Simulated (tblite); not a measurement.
Species: C₂H₁₀SSi₂.
SMILES with atom numbers: `[CH3:1][SiH2:2][S:3][CH2:4][SiH3:5]` (hydrogens: H6, H7, H8 on C1; H9, H10 on Si2; H11, H12 on C4; H13, H14, H15 on Si5)

Structure optimised with GFN2-xTB, isolated species.

Give the optimised bond lengths and angles.

```tsv
bond	length (bohr)
C1–Si2	3.567
Si2–S3	4.049
S3–C4	3.462
C4–Si5	3.596
C1–H6, C1–H7, C1–H8	2.052
Si2–H9, Si2–H10	2.766
C4–H11, C4–H12	2.056
Si5–H13, Si5–H14, Si5–H15	2.763
```

Bonds in one row agree within 0.02 bohr and their mean is given. A selection of angles:
```tsv
angle	degrees
Si2–C1–H6	110.4
Si2–C1–H7	111.2
H6–C1–H7	108.0
C1–Si2–S3	106.5
C1–Si2–H9	112.5
S3–Si2–H9	106.7
S3–Si2–H10	109.3
H9–Si2–H10	109.6
Si2–S3–C4	101.4
S3–C4–Si5	111.8
S3–C4–H11	104.8
S3–C4–H12	107.9
Si5–C4–H11	111.0
Si5–C4–H12	113.0
H11–C4–H12	107.9
C4–Si5–H13	108.8
C4–Si5–H14	107.1
H13–Si5–H14	111.3
H14–Si5–H15	110.0
```

Torsions: C1–Si2–S3–C4 -172° (antiperiplanar); Si2–S3–C4–Si5 -89° (synclinal). The mirror-image conformer, all signs reversed, is as good.

Si2 (SiH2 silicon) is tetrahedral (angles from 106.5° to 112.5°). Si5 (SiH3 silicon) is tetrahedral (angles from 107.1° to 111.3°).

Point group: C1 (no symmetry element, even within 0.4 Å). Its GFN2-xTB frequencies are all real (lowest 28 cm⁻¹). One conformer, not necessarily the lowest. 3 starts were optimised and ended at 0.00, 0.11 and 0.90 kcal/mol (GFN2-xTB); the lowest of these is shown.

These are computed values.
